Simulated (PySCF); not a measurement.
Positional isomers: trisilane amino. All species are isolated molecules in the gas phase. One relaxed conformer stands for each flexible species; it need not be the lowest. Strings in code marks are SMILES.

Quantity: electronic energy of isomers of H9NSi3 relative to `N[SiH2][SiH2][SiH3]`, in eV.

Case: `N[SiH]([SiH3])[SiH3]`. Geometry of `N[SiH]([SiH3])[SiH3]` (neutral, multiplicity 1, Å):

```xyz
13

N     -0.0885     1.8078    -0.7255
Si    -0.1520     0.4997     0.4033
Si    -1.7727    -1.0257    -0.3178
Si     1.9487    -0.5282     0.4679
H      0.6658     2.4742    -0.6732
H     -0.9425     2.2594    -1.0124
H     -0.5005     0.8835     1.8110
H     -1.9636    -2.0824     0.7130
H     -3.0805    -0.3447    -0.5372
H     -1.3651    -1.6715    -1.5946
H      3.0186     0.4707     0.7506
H      1.9733    -1.5560     1.5443
H      2.2590    -1.1868    -0.8295
```

Q: Give the electronic energy of isomers of H9NSi3 relative to `N[SiH2][SiH2][SiH3]` at the level PBE0-D3(BJ)/def2-TZVP (PySCF).

A: 0.054 eV.
